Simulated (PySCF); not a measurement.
## Two-component Hartree-Fock for Ni⁴⁺ (nickel, charge +4)

Start: [Ar] 3d6; 3d3/2 filled at m_j = -3/2, -1/2, +1/2, +3/2; 3d5/2 filled at m_j = +3/2, +5/2. Calculated with PySCF 2.14 in x2c-QZVPPall-2c (11s9p6d4f2g, 114 functions): generalised Hartree-Fock with the X2C-1e Hamiltonian and a Gaussian nucleus; one run each with spin-orbit coupling (SO) switched off, then screened by Boettger's factors.

| spinor shell | electrons | ε, spin-free (eV) | ε, screened SO (eV) | weight of nominal j (screened SO) | rms radius, screened SO (bohr) |
| --- | --- | --- | --- | --- | --- |
| 1s1/2 | 2 | -8467.4 | -8467.3 | 1.000 | 0.0624 |
| 2s1/2 | 2 | -1116.5 | -1116.5 | 1.000 | 0.265 |
| 2p1/2 | 2 | -965.65 | -978.25 | 0.987 | 0.236 |
| 2p3/2 | 4 | -965.65 | -959.47 | 0.993 | 0.239 |
| 3s1/2 | 2 | -198.12 | -198.10 | 1.000 | 0.780 |
| 3p1/2 | 2 | -150.99 | -153.02 | 0.657 | 0.818 |
| 3d3/2 | 4 | -82.503 | -82.109 | 0.665 | 0.920 |
| 3d5/2 | 2 | -82.503 | -83.310 | 0.893 | 0.915 |

Where does 3p3/2 lie, and what is the 3p spin-orbit splitting (screened SO)?

At -149.97 eV, 3.046 eV above 3p1/2.

| quantity | spin-free | screened SO |
| --- | --- | --- |
| E (hartree) | -1515.11560 | -1515.15311 |
| M_J | 4 | 4 |
| ⟨J²⟩ | 20.004 | 20.005 |
| ⟨L²⟩ | 6.002 | 6.017 |
| ⟨S²⟩ | 6.002 | 5.994 |

Each row is a mean over spinors that exchange with the open shell spreads, by up to 18.800 eV (3p3/2).

Rows whose weight is well below 1 are mixtures of j = l ± 1/2: exchange outweighs spin-orbit coupling there, and the label is only the starting occupation.

Without spin-orbit coupling the j labels of p, d and f shells carry no meaning; the spin-free column gives the mean over the occupied spinors of each nl shell.
